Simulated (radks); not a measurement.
Species: Dy37+. Configuration: [Ar] 3d10 4s1. All-electron calculation, scalar-relativistic Kohn-Sham, BLYP, spin-polarised, spherical densities, finite nucleus; open shells are filled with parallel spins first (spin-orbit coupling, left out, can overturn this in heavy ions); Fermi nuclear charge, rms radius 5.2218 fm. Program: a radial shooting solver on a logarithmic mesh with Libxc functionals. Some entries of the table are withheld. Estimate them.

| orbital | occ. | eigenvalue (eV) | <1/r> (bohr^-1) |
|---|---|---|---|
| 1s up | 1 | -55262.13 | 74.56 |
| 1s down | 1 | -55261.18 | 74.56 |
| 2s up | 1 | -10505.42 | 17.36 |
| 2s down | 1 | -10504.80 | 17.36 |
| 2p up | 3 | -9505.080 | 16.13 |
| 2p down | 3 | -9504.450 | 16.13 |
| 3s up | 1 | -3475.470 | 6.503 |
| 3s down | 1 | -3474.281 | 6.505 |
| 3p up | 3 | -3167.242 | 6.112 |
| 3p down | 3 | -3166.016 | 6.114 |
| 3d up | 5 | -2782.551 | 5.806 |
| 3d down | 5 | -2781.480 | 5.808 |
| 4s up | 1 | (1) | 3.179 |
| 4s down | 0 | (2) | 3.175 |

Answer. 
(1) 4s up eigenvalue (eV): -1677.405
(2) 4s down eigenvalue (eV): -1671.442
